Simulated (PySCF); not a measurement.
Compound: C4H6OSi.
Structure used (PBE0-D3(BJ)/def2-SVP), in Å, numbered top down from 1:
```xyz
12
C4H6OSi angstrom
Si     2.133    0.069   -0.199
C      0.273    0.010   -0.068
C     -0.575    0.011    1.011
C     -1.904   -0.053    0.495
C     -1.767   -0.090   -0.862
O     -0.471   -0.054   -1.209
H      2.585    1.281   -0.947
H      2.661   -1.139   -0.900
H      2.664    0.115    1.195
H     -0.277    0.055    2.057
H     -2.836   -0.069    1.055
H     -2.483   -0.140   -1.679
```

The closed-shell ground state was solved at several levels (PySCF, density fitting, gas phase, non-relativistic).

| level | basis functions | total energy (Eh) | HOMO (eV) | LUMO (eV) | gap (eV) | dipole (D) |
| --- | --- | --- | --- | --- | --- | --- |
| PBE0/cc-pVTZ | 268 | -520.4194 | -6.72 | -0.27 | 6.45 | 1.04 |
| PBE0/6-31G | 70 | -520.2026 | -6.68 | 0.10 | 6.78 | 1.24 |
| PBE0/IGLO-III | 279 | -520.4281 | -6.76 | -0.37 | 6.39 | 1.04 |
| CAM-B3LYP/pcSseg-1 | 139 | -520.5795 | -8.04 | 0.85 | 8.89 | 0.99 |
| LC-wPBE/def2-SVPD | 175 | -520.2258 | -9.39 | 1.81 | 11.20 | 1.02 |

**Question.** What might PBE0/pcSseg-0 (70 basis functions) give for the same quantities?

**Answer.** Total energy -519.4457 Eh, HOMO -7.01 eV, LUMO -0.20 eV, gap 6.81 eV, dipole 1.13 D.

**Question.** Over all these levels, which gives the widest orbital gap and which the narrowest?

**Answer.** LC-wPBE/def2-SVPD (range-separated hybrid) has the widest, 11.20 eV, and PBE0/IGLO-III (global hybrid, 25 % exact exchange) the narrowest, 6.39 eV. Functional and basis both differ between the two, so the spread mixes both effects.

**Question.** How much does the basis alone move the frontier levels among the 4 PBE0 rows (the withheld one included)?

**Answer.** The HOMO by 0.33 eV and the LUMO by 0.47 eV. By rising basis size (HOMO, LUMO in eV): 6-31G -6.68, 0.10; pcSseg-0 -7.01, -0.20; cc-pVTZ -6.72, -0.27; IGLO-III -6.76, -0.37.

**Question.** How far do the dipole and the HOMO energy spread over the levels?

**Answer.** The dipole runs from 0.99 to 1.24 D (mean 1.08 D) and the HOMO from -9.39 to -6.68 eV.
